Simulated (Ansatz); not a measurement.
## Molecular dynamics, step by step

CH$_{2}$FNSi (SMILES N=C=[SiH]F), closed shell, PBE0-D4/def2-SVP (Ansatz 0.2.0). Settings (timestep in fs, temperature in K; T counts 12 degrees of freedom):

```yaml
hamiltonian: {xc: pbe0, dispersion: d4}
md: {n_steps: 40, timestep: 1.0, temperature: 300, ensemble: nvt_nose_hoover, seed: 654, initial_velocities: maxwell_boltzmann}
```

Start (the SMILES describes the start alone):

N1  (1.593, -0.072, -0.800)
C2  (0.641, -0.122, -0.019)
Si3  (-1.077, 0.361, 0.061)
F4  (-2.058, -0.923, 0.151)
H5  (2.490, -0.449, -0.510)
H6  (-1.588, 1.206, 1.116)
(Å)

| step | time (fs) | potential energy less the start (meV) | kinetic energy (meV) | T (K) |
| --- | --- | --- | --- | --- |
| 0 | 0.00 | 0.0 | 155.1 | 300 |
| 2 | 2.00 | -7.5 | 161.6 | 313 |
| 4 | 4.00 | 3.6 | 151.2 | 292 |
| 6 | 6.00 | 5.9 | 148.9 | 288 |
| 8 | 8.00 | -5.3 | 160.4 | 310 |
| 10 | 10.00 | -43.3 | 198.1 | 383 |
| 12 | 12.00 | -92.9 | 247.5 | 479 |
| 14 | 14.00 | -143.4 | 298.3 | 577 |
| 16 | 16.00 | -208.9 | 362.0 | 700 |
| 18 | 18.00 | -234.2 | 386.8 | 748 |
| 20 | 20.00 | -227.6 | 378.5 | 732 |
| 22 | 22.00 | -198.0 | 348.1 | 673 |
| 24 | 24.00 | -189.9 | 337.3 | 652 |
| 26 | 26.00 | -173.9 | 319.0 | 617 |
| 28 | 28.00 | -145.7 | 288.8 | 558 |
| 30 | 30.00 | -120.3 | 261.3 | 505 |
| 32 | 32.00 | -111.3 | 250.3 | 484 |
| 34 | 34.00 | -131.6 | 267.0 | 516 |
| 36 | 36.00 | -141.3 | 274.8 | 532 |
| 38 | 38.00 | -168.2 | 297.9 | 576 |
| 40 | 40.00 | -191.0 | 317.4 | 614 |

Step 2, positions (Å) and forces (eV/Å):

| atom | x | y | z | Fx | Fy | Fz |
| --- | --- | --- | --- | --- | --- | --- |
| N1 | 1.601 | -0.076 | -0.797 | -0.484 | -0.288 | 0.617 |
| C2 | 0.642 | -0.122 | -0.020 | 1.173 | 0.408 | -0.950 |
| Si3 | -1.084 | 0.363 | 0.063 | -0.454 | 0.159 | -0.619 |
| F4 | -2.058 | -0.924 | 0.150 | -0.253 | -0.582 | 0.033 |
| H5 | 2.541 | -0.440 | -0.581 | -0.297 | 0.033 | 0.314 |
| H6 | -1.588 | 1.242 | 1.124 | 0.314 | 0.269 | 0.604 |

Step 12, positions (Å) and forces (eV/Å):

```json
{"atom": "N1", "x": "1.633", "y": "-0.104", "z": "-0.770", "Fx": "1.441", "Fy": "-0.122", "Fz": "-1.027"}
{"atom": "C2", "x": "0.684", "y": "-0.106", "z": "-0.053", "Fx": "-1.616", "Fy": "0.245", "Fz": "0.855"}
{"atom": "Si3", "x": "-1.126", "y": "0.382", "z": "0.064", "Fx": "0.367", "Fy": "0.481", "Fz": "-0.995"}
{"atom": "F4", "x": "-2.063", "y": "-0.947", "z": "0.149", "Fx": "-0.003", "Fy": "-0.257", "Fz": "0.440"}
{"atom": "H5", "x": "2.613", "y": "-0.388", "z": "-0.711", "Fx": "-0.347", "Fy": "0.021", "Fz": "0.327"}
{"atom": "H6", "x": "-1.330", "y": "1.267", "z": "1.252", "Fx": "0.157", "Fy": "-0.368", "Fz": "0.400"}
```

Step 14, positions (Å) and forces (eV/Å):

| atom | x | y | z | Fx | Fy | Fz |
| --- | --- | --- | --- | --- | --- | --- |
| N1 | 1.641 | -0.109 | -0.769 | 1.394 | -0.203 | -0.644 |
| C2 | 0.686 | -0.100 | -0.056 | -1.285 | 0.197 | 0.471 |
| Si3 | -1.134 | 0.389 | 0.062 | 0.382 | 0.074 | -1.189 |
| F4 | -2.065 | -0.955 | 0.151 | 0.143 | -0.052 | 0.421 |
| H5 | 2.630 | -0.389 | -0.689 | -0.661 | 0.112 | 0.247 |
| H6 | -1.237 | 1.207 | 1.285 | 0.027 | -0.128 | 0.694 |

Last step (40):

N1  (1.746, -0.174, -0.662)
C2  (0.621, -0.055, -0.294)
Si3  (-1.218, 0.450, 0.067)
F4  (-2.009, -0.980, 0.182)
H5  (2.666, -0.495, -0.329)
H6  (-0.668, 0.464, 1.556)
(Å)

The run took about 4.2 min on 2 CPU threads of an Intel Xeon (shared host).
